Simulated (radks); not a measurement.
Question: All-electron atom: Zr2+ in [Kr] 4d2. Method: non-relativistic Kohn-Sham, revPBE, spin-polarised, spherical densities, point nucleus; open shells are filled with parallel spins first (spin-orbit coupling, left out, can overturn this in heavy ions); relativity is left out, which matters for an element this heavy; computed with a radial shooting solver on a logarithmic mesh with Libxc functionals. Some entries of the table are withheld. Estimate them.

orbital,occ.,eigenvalue (eV),<r> (bohr),r(max) (bohr)
1s down,1,-17436.06,0.03814,0.02522
1s up,1,-17436.05,0.03814,0.02522
2s up,1,-2391.057,0.1673,0.1413
2s down,1,-2390.877,0.1673,0.1413
2p up,3,-2192.251,0.1437,0.1114
2p down,3,-2192.125,0.1437,0.1114
3s up,1,-402.6517,0.4699,0.4188
3s down,1,-402.5722,0.4699,0.4188
3p up,3,-328.0148,0.4670,0.4069
3p down,3,-327.9208,0.4670,0.4070
3d up,5,-192.1317,0.4513,0.3474
3d down,5,-191.9746,0.4513,0.3475
4s up,1,(1),1.243,(2)
4s down,1,(3),1.236,(4)
4p up,3,-47.0387,1.377,1.193
4p down,3,-45.6891,1.368,1.187
4d up,2,-18.1427,1.970,(5)
4d down,0,-16.5964,1.987,(6)

Answer: 
(1) 4s up eigenvalue (eV): -66.9621
(2) 4s up r(max) (bohr): 1.106
(3) 4s down eigenvalue (eV): -65.7809
(4) 4s down r(max) (bohr): 1.102
(5) 4d up r(max) (bohr): 1.549
(6) 4d down r(max) (bohr): 1.533
